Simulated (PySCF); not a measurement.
ClHO₃W, SMILES [O]=[W](=[O])([OH])[Cl], multiplicity 1. Atoms are numbered in the order given.

```xyz
6

W      0.0401     0.1919     0.0000
O      0.9503     0.6729    -1.3644
O      0.9503     0.6729     1.3644
Cl    -0.1953    -2.0917     0.0000
O     -1.6133     1.0761     0.0000
H     -1.9445     1.9826     0.0000
```

The structure is a stationary point at B3LYP-D3(BJ)/def2-SVP. A frequency run showed that this geometry is not a minimum. The multiplicity is an assumed one; no other spin state was optimised. The structure was generated by enumeration; whether it is a known compound was not checked. The def2 effective core potentials stand for the cores of W; spin–orbit coupling is left out. The values are those of a single conformer.

Method: B3LYP-D3(BJ)/def2-SVP (PySCF).

Frequencies are harmonic and unscaled.

```
mode  ν (cm⁻¹)  IR (km/mol)  Raman (Å⁴/amu)  depolarisation  moving atoms (share of kinetic energy)
----  --------  -----------  --------------  --------------  --------------------------------------
1         133i        175.4             4.1            0.75                                  H 93 %
2          151          1.4             2.2            0.73                 O 53 %, Cl 29 %, W 11 %
3          175          3.0             2.0            0.75                 O 59 %, Cl 25 %, W 15 %
4          236         25.7             1.8            0.74           O 72 %, H 11 %, Cl 9 %, W 8 %
5          253          5.2             3.0            0.75                                  O 95 %
6          352          5.3             3.2            0.69                         O 86 %, Cl 10 %
7          405         51.1             2.7            0.08           Cl 64 %, W 17 %, H 9 %, O 9 %
8          501        178.6             4.4            0.44                          H 62 %, O 29 %
9          762         81.2             7.0            0.19                  O 78 %, H 12 %, W 10 %
10        1000        170.2             6.6            0.75                          O 89 %, W 11 %
11        1037         82.7            29.6            0.01                                  O 94 %
12        3881        353.1           138.4            0.31                                  H 94 %
```
